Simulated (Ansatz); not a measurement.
Match the barriers

Saddle point of CH₉AsGe, closed shell (CH₆Ge ([CH3][GeH3]) + AsH₃ → GeAsH₅ ([GeH3][AsH2]) + CH₄; bonds formed: Ge1–As7, C2–H6; bonds broken: Ge1–C2, H6–As7), PBE0-D4/def2-TZVP structure:

Ge1  (-1.266, -0.460, 0.188)
C2  (0.199, 1.228, 0.494)
H3  (-1.821, -0.612, -1.229)
H4  (-1.095, -1.668, 1.110)
H5  (-2.237, 0.523, 0.934)
H6  (0.411, 0.046, -0.108)
As7  (1.081, -1.678, -1.090)
H8  (1.250, 1.377, 0.225)
H9  (0.097, 1.258, 1.578)
H10  (-0.411, 1.980, -0.005)
H11  (2.204, -1.423, -0.085)
H12  (1.588, -0.571, -2.013)
(Å)

Computed with Ansatz 0.2.0 (basis: def2-TZVPP, with def2-QZVPP for the basis limit); correlated methods freeze the cores. Filled d shells of the heavier atoms are correlated. The def2 sets are not built for correlating such inner shells, so the correlated values are less sure here. B3LYP uses VWN-RPA correlation. Extrapolation: Hartree–Fock as exp(−7.88 √X), correlation as X^−2.97. Four methods, as single points on the PBE0-D4 structures, gave these electronic barriers from the start structure: 2.419, 3.006, 3.089, 3.837 eV.

Task: The methods were, in alphabetical order, B3LYP-D4, HF, MP2, SPW92. Which gave which? (Judge from chemistry; the calculation decides.)

Result: The calculation gives: SPW92 2.419; B3LYP-D4 3.006; MP2 3.089; HF 3.837 eV. For comparison, CCSD(T) at an estimated basis limit (MP2 extrapolated from triple and quadruple zeta, plus CCSD(T) − MP2 in triple zeta) gives 3.086 eV.

T1 diagnostic: at most 0.013.

Labels in which every atom is bracketed show which atoms are joined, not bond orders.

For scale, one of the runs: CCSD(T)/def2-TZVPP, 253 basis functions, launched by `ansatz run in.yaml --threads 8 --pin off --events-out ev --progress --plain --max-ram 19148MiB`. The run took 86 s on 8 CPU threads of an Intel Xeon Platinum 8259CL (shared host), with 5.7 GiB of host memory at its peak.
